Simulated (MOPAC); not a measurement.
MOPAC input (PM6):

```
PM6 PRECISE GNORM=0.05 LET XYZ CHARGE=1 GEO-OK AUX(PRECISION=9) THREADS=1
CH7S3Si

C     2.04605000 1   -0.50217500 1    0.41253200 1
Si    0.34906800 1    0.15558000 1    0.13115900 1
S     0.17681200 1    1.39116200 1   -1.56224400 1
S    -0.65108300 1    0.66907900 1    1.90618300 1
S    -0.70244300 1   -1.85780400 1   -0.69036400 1
H     2.68162000 1    0.31469500 1    0.76207900 1
H     2.05160900 1   -1.28704900 1    1.17084400 1
H     2.47267000 1   -0.89712100 1   -0.51100300 1
H    -0.97284700 1    1.97711200 1   -1.18084500 1
H    -1.66079900 1    1.33018100 1    1.31073000 1
H    -1.95230900 1   -1.36774500 1   -0.80424400 1
H    -0.95577000 1   -2.47414300 1    0.48381900 1
```

From the output:

```
                                                       MOPAC v23.2.5 Linux

          FINAL HEAT OF FORMATION =        106.03722 KCAL/MOL =     443.65974 KJ/MOL

          COSMO AREA              =        160.47 SQUARE ANGSTROMS
          COSMO VOLUME            =        163.17 CUBIC ANGSTROMS

          GRADIENT NORM           =          0.04224          =       0.01219 PER ATOM
          IONIZATION POTENTIAL    =         13.380402 EV
          HOMO LUMO ENERGIES (EV) =        -13.380 -5.224
          NO. OF FILLED LEVELS    =         16
          MOLECULAR WEIGHT        =        143.3318         POINT GROUP:  C1

          MOLECULAR DIMENSIONS (Angstroms)

            Atom       Atom       Distance
            H    11    H     6     5.25450
            H    12    H     9     4.94374
            H     8    H    10     4.33684

          SCF CALCULATIONS        =         54

   ATOM   CHEMICAL          X               Y               Z
  NUMBER   SYMBOL      (ANGSTROMS)     (ANGSTROMS)     (ANGSTROMS)

     1       C          1.95851465  *  -0.50489535  *   0.40409905  *
     2      Si          0.28246156  *   0.13020735  *   0.10782774  *
     3       S          0.18380537  *   1.37025273  *  -1.57421409  *
     4       S         -0.59074449  *   0.68791820  *   1.92201373  *
     5       S         -0.65891051  *  -1.81270355  *  -0.64272293  *
     6       H          2.62505523  *   0.33428186  *   0.72550081  *
     7       H          2.05832474  *  -1.26000742  *   1.20925566  *
     8       H          2.46743906  *  -0.93448839  *  -0.48413035  *
     9       H         -0.83949920  *   2.21974356  *  -1.28966236  *
    10       H         -1.73859630  *   1.32615605  *   1.57298230  *
    11       H         -1.92401080  *  -1.59599451  *  -1.06049057  *
    12       H         -0.95602623  *  -2.59312194  *   0.41973045  *

                             CARTESIAN COORDINATES

   1    C        1.958514649    -0.504895352     0.404099047
   2   Si        0.282461556     0.130207351     0.107827735
   3    S        0.183805372     1.370252725    -1.574214087
   4    S       -0.590744493     0.687918198     1.922013727
   5    S       -0.658910507    -1.812703546    -0.642722934
   6    H        2.625055227     0.334281860     0.725500813
   7    H        2.058324745    -1.260007421     1.209255662
   8    H        2.467439061    -0.934488390    -0.484130346
   9    H       -0.839499200     2.219743558    -1.289662359
  10    H       -1.738596295     1.326156046     1.572982300
  11    H       -1.924010799    -1.595994514    -1.060490574
  12    H       -0.956026231    -2.593121942     0.419730447

           Empirical Formula: C H7 Si S3  =    12 atoms

      MOLECULAR POINT GROUP   :   C1

                  EIGENVALUES
 -35.34156 -33.99101 -33.49753 -28.92002 -20.39434 -19.94738 -18.38629 -18.03779
 -17.10247 -17.07004 -16.31805 -15.19762 -14.55267 -13.64348 -13.57418 -13.38040
  -5.22384  -5.00487  -4.65343  -4.24826  -4.02559  -3.95691  -3.69142  -3.64075
  -3.43907  -3.21425  -3.12364  -3.01010  -2.87100  -2.81668  -2.56775  -2.10346
  -2.07510  -2.05491  -2.03787  -1.94075  -1.86225  -1.80462  -1.52333  -1.47771
  -1.28885  -0.52825  -0.37596  -0.11848   1.67726   1.72888   2.94690

              NET ATOMIC CHARGES AND DIPOLE CONTRIBUTIONS

  ATOM NO.   TYPE          CHARGE      No. of ELECS.   s-Pop       p-Pop       d-Pop
    1          C          -0.789452        4.7895     1.08879     3.70066
    2         Si           0.854312        3.1457     1.09482     1.31663     0.73424
    3          S          -0.309902        6.3099     1.89777     4.28036     0.13178
    4          S          -0.316266        6.3163     1.89687     4.28718     0.13222
    5          S           0.044532        5.9555     1.82793     3.96196     0.16558
    6          H           0.238994        0.7610     0.76101
    7          H           0.222458        0.7775     0.77754
    8          H           0.226613        0.7734     0.77339
    9          H           0.222559        0.7774     0.77744
   10          H           0.217965        0.7820     0.78204
   11          H           0.192503        0.8075     0.80750
   12          H           0.195683        0.8043     0.80432
 DIPOLE           X         Y         Z       TOTAL
 POINT-CHG.    -3.248    -3.254    -0.508     4.625
 HYBRID         0.753     0.475     0.250     0.925
 SUM           -2.494    -2.778    -0.258     3.742

          ATOMIC ORBITAL ELECTRON POPULATIONS

     Atom    s        px        py        pz      x^2-y^2     xz        z^2       yz        xy
    1  C   1.08879   1.26665   1.22140   1.21260
    2 Si   1.09482   0.48717   0.43413   0.39533   0.13404   0.14679   0.13588   0.18015   0.13737
    3  S   1.89777   1.43589   1.38825   1.45622   0.00615   0.01689   0.03572   0.02798   0.04503
    4  S   1.89687   1.28642   1.61887   1.38190   0.01449   0.02897   0.03407   0.02796   0.02672
    5  S   1.82793   1.20314   1.41800   1.34081   0.05271   0.02361   0.02607   0.05167   0.01153
    6  H   0.76101
    7  H   0.77754
    8  H   0.77339
    9  H   0.77744
   10  H   0.78204
   11  H   0.80750
   12  H   0.80432

 **********************
 *                    *
 * JOB ENDED NORMALLY *
 *                    *
 **********************

 == MOPAC DONE ==
```

The dipole moment of an ion depends on the origin.

The geometry given is a B3LYP-D3(BJ)/def2-TZVP minimum.
